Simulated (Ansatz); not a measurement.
Geometry optimisation, RKS PBE/def2-SVP (Ansatz).

Input file:

```yaml
crystal:
  periodic: [false, false, false]
  atoms:
    - { symbol: Sn, position_ang: [0.195713, 0.052457, -0.075174] }
    - { symbol: H, position_ang: [0.115444, -0.067481, 1.655023] }
    - { symbol: H, position_ang: [1.856292, 0.006015, -0.560082] }
    - { symbol: H, position_ang: [-0.507461, 1.536246, -0.608132] }
    - { symbol: H, position_ang: [-0.628213, -1.291091, -0.782646] }
    - { symbol: "N", position_ang: [-2.691918, -0.095528, 1.533017] }
    - { symbol: H, position_ang: [-2.858516, -0.708807, 0.722999] }
    - { symbol: H, position_ang: [-2.683347, 0.87052, 1.179037] }
    - { symbol: H, position_ang: [-1.726695, -0.302332, 1.864458] }
basis:
  gaussian: { orbitals: def2-SVP }
hamiltonian:
  xc: pbe
relax:
  f_tol: 0.03
  max_steps: 50
```

Command:

```bash
$ ansatz run input.yaml --threads 1 --pin off --max-ram 2048MiB --backend cpu --events-out ev --progress --plain --runs-dir out
```

Task: Where does it end, and by what steps?

Result: The run converged. After 5 steps the energy has fallen by 0.113 eV; H9 moved furthest, 0.55 Å.

```
step  energy less start (eV)  largest force component (eV/Å)  accepted
   0                  0.0000                           0.685       yes
   1                 -0.0777                           0.315       yes
   2                 -0.0999                           0.203       yes
   3                 -0.1125                           0.048       yes
   4                 -0.1129                           0.079       yes
   5                 -0.1134                           0.020       yes
```

```xyz
9
Properties=species:S:1:pos:R:3
Sn 0.370 0.039 -0.108
H 0.563 -0.098 1.600
H 1.930 0.082 -0.849
H -0.473 1.494 -0.489
H -0.502 -1.320 -0.713
N -2.974 -0.058 1.504
H -2.901 -0.696 0.701
H -2.734 0.876 1.145
H -2.208 -0.320 2.138
```

Whether the end is a true minimum wasn't checked by a vibrational analysis.

Run time: 13 s on 1 thread of Arm Neoverse V1, with other jobs on the host, peak memory 0.12 GiB.
